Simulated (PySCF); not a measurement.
# How methods differ on the interval between two levels of Ca⁺

Ca⁺ [Ar] 4s1 [2S1/2, M_J = 1/2] → Ca⁺ [Ar] 3d1 [2D5/2, M_J = 5/2], as a difference of total energies. Calculation: PySCF 2.14, in x2c-SVPall-2c with one added diffuse shell of s type (6s5p2d, 31 functions); the two-component X2C-1e Hamiltonian. Correlated levels: [Ne] frozen; the 6 highest virtual spinors dropped. "Screened" scales the spin-orbit matrix elements by Boettger's factors to mimic the two-electron term; Breit and QED terms are absent.

```csv
method,interval between two levels (cm⁻¹)
GHF (spin-free),18825
GMP2 (spin-free),21759
GHF (screened spin-orbit),18840
GMP2 (screened spin-orbit),21778
```

Errors of the correlated levels include the incompleteness of this basis and the frozen core.

For comparison: 13711 cm⁻¹ (measured; NIST Handbook of Basic Atomic Spectroscopic Data (Sansonetti and Martin, J. Phys. Chem. Ref. Data 34, 1559 (2005))).
